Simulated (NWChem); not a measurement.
System: BBrClF; SMILES B(Br)(Cl)F

Input file for NWChem:

```
start job
memory heap 200 mb stack 900 mb global 1100 mb
geometry units angstroms noautoz
  B     -0.423676     0.566737     0.000000
  F     -1.714132     0.794284     0.000000
  Cl     0.677262     1.916714     0.000000
  Br     0.197309    -1.230730     0.000000
end
basis spherical
  * library def2-svpd
end
dft
  xc xpbe96 cpbe96
  iterations 150
end
tddft
  cis
  nroots 6
  notriplet
end
task tddft energy
```

All runs use the structure optimised with PBE0/def2-SVP.

Vertical excitations in the gas phase.

Give the results of this calculation. (PBE/def2-SVPD, TDA.) Quantities: lowest excitation, singlet (eV); oscillator strength of that lowest state; lowest state with f > 0.02, singlet (eV); orbital gap (eV).


| Item | Value |
|---|---|
| lowest excitation, singlet (eV) | 5.33 |
| oscillator strength of that lowest state | 0.000 |
| lowest state with f > 0.02, singlet (eV) | 6.45 |
| orbital gap (eV) | 5.27 |
